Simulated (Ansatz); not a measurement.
Cost and result for the atomization energy of C2H7BSSi (`S[SiH]1BCC1`) (12 atoms, 12 bonds).

```xyz
12

S     1.870   -1.747    0.526
Si    0.702    0.014    0.911
B     0.706    1.168   -0.753
C    -0.655    0.470   -1.102
C    -1.087   -0.098    0.280
H     1.310   -2.489    1.498
H     0.911    0.454    2.321
H     1.305    2.021   -1.332
H    -1.417    1.000   -1.683
H    -0.323   -0.368   -1.744
H    -1.616   -1.052    0.262
H    -1.706    0.627    0.816
```

Total charge 0; spin multiplicity 1. The structure was optimised at the PBE0-D4/def2-TZVP level. It is one conformer, not always the lowest. Program: Ansatz. All runs use 4 threads of an Arm Neoverse V1 on a shared host. Times are those of one run each, without the atoms' runs, and a repeat can differ threefold. Electronic energies, without spin–orbit coupling; frozen cores. CCSD(T)/CBS adds CCSD(T) − MP2 in def2-TZVPP to the MP2 limit, and its time is that of the two runs behind it. T1 = 0.011. B3LYP takes the VWN-RPA correlation (the form of Gaussian; ORCA's B3LYP/G).

CCSD(T)/CBS is a level of theory with its own doubt, some kJ/mol a heavy atom from the limit and from the frozen cores, so smaller differences don't rank the functionals.

```csv
level,functions,wall time,atomization (kJ/mol),difference from CCSD(T)/CBS,per bond
PBE-D4/def2-TZVPP (with forces),275,3.2 s,4381.2,85.0,7.1
PBE0-D4/def2-TZVPP,275,3.8 s,4341.1,44.9,3.7
r2SCAN-D4/def2-TZVPP (with forces),275,6 s,4335.1,38.9,3.2
B3LYP-D4/def2-TZVPP (with forces),275,6.5 s,4301.9,5.7,0.5
B2PLYP/def2-TZVPP,275,7 s,4249.6,-46.6,-3.9
ωB97X-V/def2-TZVPP,275,9.5 s,4334.3,38.1,3.2
ωB97M-V/def2-TZVPP (with forces),275,14 s,4331.2,35.0,2.9
MP2/def2-QZVPP,521,29 s,4303.2,7.0,0.6
CCSD(T)/def2-TZVPP,275,2.9 min,4189.3,-106.9,-8.9
CCSD(T)/CBS(def2),–,3.3 min,4296.2,0.0,0.0
```

The D4 term adds +47.7 kJ/mol with B3LYP and +25.0 kJ/mol with PBE0; it sums over pairs of atoms, weighted by their polarisabilities, and B3LYP, whose exchange is more repulsive, gets the larger term. In def2-TZVPP, CCSD(T) changes the Hartree–Fock value by +960.2 kJ/mol (the triples alone add +59.1 kJ/mol) and MP2 by +1011.5 kJ/mol; breaking electron pairs costs correlation energy, which Hartree–Fock lacks. From PBE to PBE0 (25 % exact exchange), in def2-TZVPP and without D4, the atomization energy moves by −35.7 kJ/mol: exact exchange takes away binding that semilocal exchange gives to molecules.
